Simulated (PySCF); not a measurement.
H2B3Cl3N3 (SMILES ClB1[N]B(Cl)NB(Cl)N1), doublet, at a GFN2-xTB geometry. Base run: SVWN5/STO-3G run with PySCF.

Here is a job for PySCF.
```python
from pyscf import gto, scf, dft

mol = gto.Mole()
mol.atom = '''
    Cl    3.075975   -0.770401   -0.227276
    B     1.430843   -0.293692   -0.103885
    N     0.961600    0.998372   -0.035859
    B    -0.344156    1.421936    0.063361
    Cl   -0.878554    3.051854    0.145333
    N    -1.333405    0.365860    0.099428
    B    -0.959198   -0.995879    0.035769
    Cl   -2.158168   -2.240699    0.080480
    N     0.412666   -1.321808   -0.065093
    H    -2.305129    0.633437    0.171913
    H     0.714352   -2.285047   -0.112592
'''
mol.basis = 'sto-3g'
mol.charge = 0
mol.spin = 1
mol.verbose = 4
mol.build()

mf = dft.UKS(mol)
mf.xc = 'lda,vwn'
mf.kernel()
```

The base run was repeated with changes; each row names its change, and settings that it needs were set with it.

```csv
change,ΔE vs base (µEh),SCF cycles,<S^2>,outcome
base,0.0,11,0.754,converged
diis = off (with mf.max_cycle = 100),-,100,-,not converged
conv_tol = 1e-12,0.0,16,0.754,converged
DIIS = EDIIS,-,50,-,not converged
init_guess = mod_huckel,0.0,16,0.754,converged
conv_tol = 1e-4,21.9,6,0.754,converged
solver = newton,0.0,-,0.754,converged
init_guess = vsap,0.0,15,0.754,converged
diis_space = 4,0.0,12,0.754,converged
DIIS = ADIIS,0.0,17,0.754,converged
init_guess = huckel,0.0,14,0.754,converged
diis_space = 12,0.0,11,0.754,converged
level_shift = 1.0 (with mf.max_cycle = 100),0.0,77,0.754,converged
```

Open shells are given as the SCF converged; they aren't shown to be the lowest states, and a large step between rows can be another state.
